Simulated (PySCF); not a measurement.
## Co (cobalt, neutral) across methods

[Ar] 3d6 4s2 5s1, high-spin 6D determinant (an excited configuration). All numbers are calculated (PySCF 2.14, the spin-free X2C one-electron Hamiltonian (Gaussian nucleus), in aug-cc-pVDZ-DK). The B2PLYP total includes its PT2 part (frozen core); its orbital energies are those of the SCF part.

```csv
method,E (hartree),mean ε 4s α (eV),mean ε 4s β (eV),mean ε 5s α (eV),Σ⟨r²⟩ (bohr²),⟨S²⟩
LDA,-1390.178,-11.242,-10.295,-1.752,90.73,8.753
B97-3,-1392.717,-11.743,-10.950,-1.961,94.54,8.754
BP86,-1393.072,-11.165,-10.233,-1.829,91.27,8.753
B2PLYP,-1392.576,-12.597,-11.661,-2.133,95.35,8.754
UHF,-1391.57474,-13.827,-12.578,-2.576,99.50,8.757
MN15,-1393.662,-12.428,-11.547,-1.880,88.46,8.751
PBE0,-1392.637,-11.911,-10.907,-2.058,94.26,8.754
r2SCAN,-1392.822,-11.164,-10.283,-1.754,92.74,8.758
```

**Question.** Estimate the same row for PBE.

**Answer.** E (hartree) = -1392.613; mean ε 4s α (eV) = -11.022; mean ε 4s β (eV) = -10.041; mean ε 5s α (eV) = -1.779; Σ⟨r²⟩ (bohr²) = 92.82; ⟨S²⟩ = 8.753.

The outer electron is Rydberg-like, and this basis confines it to a smaller radius and binds it less than a complete one would.
